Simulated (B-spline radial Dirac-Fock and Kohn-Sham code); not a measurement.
## Muonic isotope shifts in zinc

These are calculated numbers from a radial B-spline solver; the model is the Dirac equation of a negative muon with reduced mass in the field of a spherical finite nucleus, with the Uehling potential to all orders; nuclear polarisation, deformation, hyperfine structure, self-energy, higher-order vacuum polarisation, relativistic recoil and electron screening are left out. Nuclear charge: Fermi distribution (skin thickness 2.3 fm); radii from Angeli and Marinova (2013). Reference ⁶⁷Zn, radius 3.953 fm: 2p3/2 → 1s1/2 1600 keV, 3d5/2 → 2p3/2 354.2 keV.

| A | radius (fm) | δ⟨r²⟩ (fm²) | shift 2p3/2 → 1s (keV) | shift 3d5/2 → 2p3/2 (keV) |
| --- | --- | --- | --- | --- |
| 64 | 3.9283 | -0.195 | +2.60 | -0.02 |
| 66 | 3.9491 | -0.031 | +0.40 | -0.01 |
| 68 | 3.9658 | +0.101 | -1.37 | 0.00 |
| 70 | 3.9845 | +0.250 | -3.35 | +0.01 |
